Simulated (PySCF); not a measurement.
An unknown gives this computed stick spectrum. Computed with TDDFT CAM-B3LYP/def2-SVPD, vertical, gas phase, core orbitals frozen in the response (PySCF 2.14.0, density-fitted response routines). Geometries: GFN2-xTB, one conformer each.

```json
{"state": "S1", "E (eV)": "4.35", "λ (nm)": "285.2", "f": "0.175"}
{"state": "S2", "E (eV)": "4.82", "λ (nm)": "257.4", "f": "0.095"}
{"state": "S3", "E (eV)": "4.91", "λ (nm)": "252.4", "f": "0.0081"}
{"state": "S4", "E (eV)": "5.51", "λ (nm)": "225.1", "f": "0.0010"}
{"state": "S5", "E (eV)": "5.86", "λ (nm)": "211.5", "f": "0.0008"}
{"state": "S6", "E (eV)": "6.06", "λ (nm)": "204.6", "f": "0.0013"}
{"state": "S7", "E (eV)": "6.24", "λ (nm)": "198.6", "f": "0.191"}
{"state": "S8", "E (eV)": "6.26", "λ (nm)": "197.9", "f": "0.015"}
```

Problem. Which candidate is it?
A. `C#Cc1cnncc1C#N`
B. `FC(F)(F)C1=NC=CC=P1`
C. `CCc1cpc(C#N)s1`
D. `N#CCPc1cccs1`

Solution. C. Its S1 lies at 4.35 eV; the nearest of the others has S1 at 4.05 eV. S1 is HOMO→LUMO (92%). Löwdin shares by element: HOMO carbon 38% or more, phosphorus 21%, nitrogen 12% (atoms not listed hold the other 29%); LUMO phosphorus 30%, carbon 28% or more, sulfur 17% (atoms not listed hold the other 25%). At the same level the other candidates give, for their lowest levels:
- `C#Cc1cnncc1C#N`: 3.19 eV (f 0.002); 3.93 eV (f 0.000); 4.91 eV (f 0.180); 4.96 eV (f 0.000); 5.27 eV (f 0.055); T1 2.52 eV; HOMO -8.88, LUMO -2.05 eV
- `FC(F)(F)c1ncccp1`: 4.05 eV (f 0.004); 4.39 eV (f 0.003); 4.94 eV (f 0.042); 5.12 eV (f 0.122); 5.60 eV (f 0.011); T1 3.11 eV; HOMO -9.16, LUMO -1.41 eV
- `N#CCPc1cccs1`: 5.20 eV (f 0.199); 5.77 eV (f 0.084); 5.80 eV (f 0.013); 6.19 eV (f 0.017); 6.25 eV (f 0.015); T1 3.56 eV; HOMO -8.09, LUMO -0.01 eV

Conformer computed: `[CH3:1][CH2:2][c:3]1[cH:4][p:5][c:6]([C:7]#[N:8])[s:9]1`: C1–C2–C3–C4 99°.
Triplets come from the Tamm–Dancoff approximation.
